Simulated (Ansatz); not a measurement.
`N[SiH](N)S`. Charge 0, multiplicity 1.

```xyz
10

N     0.434   -0.931   -1.177
Si    0.196    0.002    0.233
N    -0.306    1.542   -0.293
S    -1.365   -0.529    1.615
H    -0.321   -1.065   -1.831
H     1.036   -1.738   -1.140
H     1.474   -0.140    0.983
H    -0.714    2.205    0.343
H     0.139    1.982   -1.081
H    -0.574   -1.329    2.347
```

Task: What are the harmonic wavenumbers in cm⁻¹ at PBE0-D4/def2-TZVP (Ansatz, finite differences of forces, unscaled)? (Best estimate.)

Result: Computed: 167, 199, 242, 280, 299, 368, 399, 443, 494, 708, 745, 805, 822, 889, 901, 958, 1570, 1578, 2199, 2719, 3600, 3616, 3697, 3718.

Task: Is this a minimum?

Result: Yes, all 24 modes are real.

Task: Give the ideal-gas thermochemistry at 298.15 K and 1 bar (rigid rotor, harmonic oscillator; point group C1, symmetry number 1).

Result: Zero-point energy 187.9 kJ/mol; H(298) − E = 208.9 kJ/mol; entropy 335.3 J/(mol·K), of which translation 165.5, rotation 110.1, vibration 59.7; G(298) − E = 108.9 kJ/mol.

Task: Rotational constants (cm⁻¹)?

Result: 0.2153, 0.1041, 0.07842.
